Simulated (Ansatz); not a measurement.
Relaxation of BClF$_{2}$H$_{5}$NSi (11 atoms, charge 0, multiplicity 1), to a largest force component of 0.03 eV/Å in at most 50 steps.

Theory: Ansatz 0.2.0, RKS BLYP-D4/def2-SVP.

```xyz
11
Properties=species:S:1:pos:R:3
B 0.211 -0.607 -0.145
Cl -0.610 1.117 2.257
F 1.358 0.070 -0.166
F -0.776 -0.248 -0.970
N 0.044 -1.802 0.731
H -0.833 -2.310 0.578
Si 1.251 -2.502 1.830
H 1.541 -3.923 1.445
H 2.482 -1.668 1.728
H 0.731 -2.497 3.237
H -0.757 -0.207 2.109
```

Q: Where does it end, and by what steps?

A: The run converged. After 17 steps the energy has fallen by 0.153 eV; H9 moved furthest, 0.66 Å.

```
step  energy less start (eV)  largest force component (eV/Å)  accepted
   0                  0.0000                           1.540       yes
   1                 -0.0635                           1.095       yes
   2                 -0.0956                           0.839       yes
   3                 -0.1223                           0.547       yes
   4                 -0.1280                           0.489       yes
   5                 -0.1374                           0.145       yes
   6                 -0.1400                           0.100       yes
   7                 -0.1418                           0.072       yes
   8                 -0.1430                           0.040       yes
   9                 -0.1445                           0.155       yes
  10                 -0.1464                           0.079       yes
  11                 -0.1480                           0.057       yes
  12                 -0.1497                           0.101       yes
  13                 -0.1510                           0.068       yes
  14                 -0.1518                           0.054       yes
  15                 -0.1525                           0.040       yes
  16                 -0.1529                           0.034       yes
  17                 -0.1531                           0.028       yes
```

```xyz
11
Properties=species:S:1:pos:R:3
B 0.211 -0.803 -0.322
Cl -0.433 0.975 2.740
F 1.450 -0.348 -0.547
F -0.764 -0.436 -1.162
N -0.052 -1.655 0.794
H -0.998 -2.049 0.829
Si 1.185 -2.392 1.863
H 1.863 -3.543 1.181
H 2.186 -1.346 2.219
H 0.451 -2.888 3.070
H -0.458 -0.095 1.969
```

Whether the end is a true minimum wasn't checked by a vibrational analysis.

The run took 15 s on 4 threads of Intel(R) Xeon(R) 6975P-C (Granite Rapids), on a shared host, peak memory 0.2 GiB.
